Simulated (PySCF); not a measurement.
**Basis-set dependence of population analyses: `CO[SiH2]C=O`**

C₂H₆O₂Si.
Geometry (PBE0-D3(BJ)/def2-SVP, Å), atoms numbered from 1 in this order:
```xyz
11
C2H6O2Si angstrom
C     -1.7665   -0.3850    0.2585
O     -0.3701   -0.4154    0.1507
Si     0.5901    0.8188   -0.4065
C      2.3973    0.1881   -0.2542
O      3.3168    0.9069   -0.5603
H     -2.2542   -0.2825   -0.7281
H     -2.1069   -1.3291    0.7094
H     -2.1144    0.4447    0.9011
H      0.3100    1.1454   -1.8388
H      0.4343    2.0595    0.4132
H      2.5871   -0.8566    0.1217
```

PBE0 throughout (PySCF), one geometry, spherical d and f functions. Isolated species at its PBE0-D3(BJ)/def2-SVP geometry (one conformer only). Atoms taken as equivalent share a column and are averaged. The first 7 of 8 kinds of atom are listed.

Mulliken charges (e):

```csv
basis,functions,C1,O2,Si3,C4,O5,H6/H7/H8,H9/H10
STO-3G,35,-0.132,-0.371,+0.704,-0.065,-0.174,+0.075,-0.122
6-31G,61,-0.204,-0.739,+0.907,-0.067,-0.349,+0.171,-0.113
pcSseg-0,61,-0.292,-0.860,+1.067,-0.237,-0.428,+0.223,-0.073
6-31G*,86,-0.258,-0.577,+0.647,+0.018,-0.344,+0.175,-0.080
def2-SVP,104,+0.128,-0.513,+0.610,-0.025,-0.223,+0.045,-0.081
cc-pVDZ,104,+0.078,-0.431,+0.485,+0.030,-0.198,+0.047,-0.067
pcSseg-1,122,-0.021,-0.648,+0.803,-0.038,-0.336,+0.111,-0.102
aug-cc-pVDZ,173,+0.891,-0.884,+0.414,+0.352,-0.458,-0.203,+0.227
"6-311+G(2d,p)",179,-0.287,-0.623,+0.854,-0.066,-0.317,+0.149,-0.059
def2-TZVP,197,-0.215,-0.354,+0.381,+0.023,-0.251,+0.126,-0.026
cc-pVTZ,238,-0.094,-0.313,+0.366,+0.075,-0.243,+0.084,-0.045
IGLO-III,244,-0.277,-0.468,+0.932,+0.059,-0.369,+0.128,-0.169
```

IAO charges (e):

| basis | functions | C1 | O2 | Si3 | C4 | O5 | H6/H7/H8 | H9/H10 |
| --- | --- | --- | --- | --- | --- | --- | --- | --- |
| STO-3G | 35 | -0.262 | -0.457 | +0.835 | -0.150 | -0.168 | +0.121 | -0.126 |
| 6-31G | 61 | -0.232 | -0.592 | +0.801 | -0.018 | -0.323 | +0.145 | -0.097 |
| pcSseg-0 | 61 | -0.214 | -0.590 | +0.808 | -0.030 | -0.310 | +0.139 | -0.098 |
| 6-31G* | 86 | -0.194 | -0.627 | +0.928 | +0.003 | -0.347 | +0.136 | -0.135 |
| def2-SVP | 104 | -0.184 | -0.621 | +0.928 | 0.000 | -0.340 | +0.132 | -0.138 |
| cc-pVDZ | 104 | -0.192 | -0.622 | +0.912 | +0.003 | -0.339 | +0.135 | -0.132 |
| pcSseg-1 | 122 | -0.192 | -0.634 | +0.940 | +0.003 | -0.354 | +0.136 | -0.137 |
| aug-cc-pVDZ | 173 | -0.201 | -0.636 | +0.920 | +0.014 | -0.363 | +0.140 | -0.129 |
| 6-311+G(2d,p) | 179 | -0.204 | -0.646 | +0.954 | +0.007 | -0.365 | +0.141 | -0.137 |
| def2-TZVP | 197 | -0.201 | -0.647 | +0.965 | +0.004 | -0.362 | +0.140 | -0.141 |
| cc-pVTZ | 238 | -0.202 | -0.641 | +0.951 | +0.005 | -0.358 | +0.140 | -0.138 |
| IGLO-III | 244 | -0.203 | -0.647 | +0.964 | +0.004 | -0.365 | +0.141 | -0.140 |

Some averages cover members that differ in this geometry, most widely: H6/H7/H8, Mulliken in aug-cc-pVDZ -0.292 to -0.156; H6/H7/H8, IAO in 6-31G +0.133 to +0.167; H6/H7/H8, IAO in pcSseg-0 +0.128 to +0.160; H6/H7/H8, Mulliken in 6-31G +0.161 to +0.190 e.

Question: Which scheme is steadiest as the basis changes?

Answer: Largest range over the bases for any column: IAO 0.20 e, Mulliken 1.18 e. IAO charges move least and Mulliken charges most, counted in e. Without the minimal STO-3G basis the ranges are IAO 0.16, Mulliken 1.18 e.

Question: How much do the charges still move between the two largest bases, cc-pVTZ and IGLO-III?

Answer: At most, over all atoms: Mulliken 0.566 e, IAO 0.014 e.

Question: What do the same runs give for the total energy, the frontier levels and the dipole moment?

Answer: 
```
        basis  energy (Eh)  HOMO (eV)  LUMO (eV)  μ (D)
       STO-3G    -512.9928      -3.90       2.36   1.63
        6-31G    -519.2277      -7.01      -1.39   3.03
     pcSseg-0    -518.4707      -7.08      -1.47   3.37
       6-31G*    -519.3486      -6.87      -1.26   2.91
     def2-SVP    -519.1088      -6.96      -1.42   2.96
      cc-pVDZ    -519.3782      -6.87      -1.34   2.79
     pcSseg-1    -519.3419      -7.07      -1.54   3.15
  aug-cc-pVDZ    -519.4006      -7.15      -1.72   2.96
6-311+G(2d,p)    -519.4583      -7.17      -1.74   3.07
    def2-TZVP    -519.4822      -7.11      -1.66   3.01
      cc-pVTZ    -519.4730      -7.06      -1.59   2.94
     IGLO-III    -519.4866      -7.14      -1.72   3.04
```

The dipole is fixed by the density alone, so its range of 1.74 D shows that the density itself changes with the basis, not only its division among atoms.
